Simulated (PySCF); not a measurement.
BHClBr, SMILES ClBBr.

Geometry optimised at PBE-D3(BJ)/def2-TZVP.

Method: PBE-D3(BJ)/def2-TZVP (PySCF).

Frequencies are harmonic and unscaled.

```json
[
 {"mode": "1", "ν (cm⁻¹)": "228", "IR (km/mol)": "0.1", "Raman (Å⁴/amu)": "3.7", "depolarisation": "0.44", "moving atoms (share of kinetic energy)": "Cl 58 %, Br 29 %, B 12 %"},
 {"mode": "2", "ν (cm⁻¹)": "633", "IR (km/mol)": "28.7", "Raman (Å⁴/amu)": "10.9", "depolarisation": "0.06", "moving atoms (share of kinetic energy)": "B 73 %, Br 11 %, H 9 %"},
 {"mode": "3", "ν (cm⁻¹)": "729", "IR (km/mol)": "4.1", "Raman (Å⁴/amu)": "0.3", "depolarisation": "0.75", "moving atoms (share of kinetic energy)": "H 65 %, B 33 %"},
 {"mode": "4", "ν (cm⁻¹)": "851", "IR (km/mol)": "162.9", "Raman (Å⁴/amu)": "3.1", "depolarisation": "0.66", "moving atoms (share of kinetic energy)": "B 57 %, H 24 %, Cl 17 %"},
 {"mode": "5", "ν (cm⁻¹)": "1030", "IR (km/mol)": "217.3", "Raman (Å⁴/amu)": "0.3", "depolarisation": "0.06", "moving atoms (share of kinetic energy)": "H 72 %, B 27 %"},
 {"mode": "6", "ν (cm⁻¹)": "2638", "IR (km/mol)": "63.0", "Raman (Å⁴/amu)": "105.7", "depolarisation": "0.22", "moving atoms (share of kinetic energy)": "H 91 %, B 9 %"}
]
```
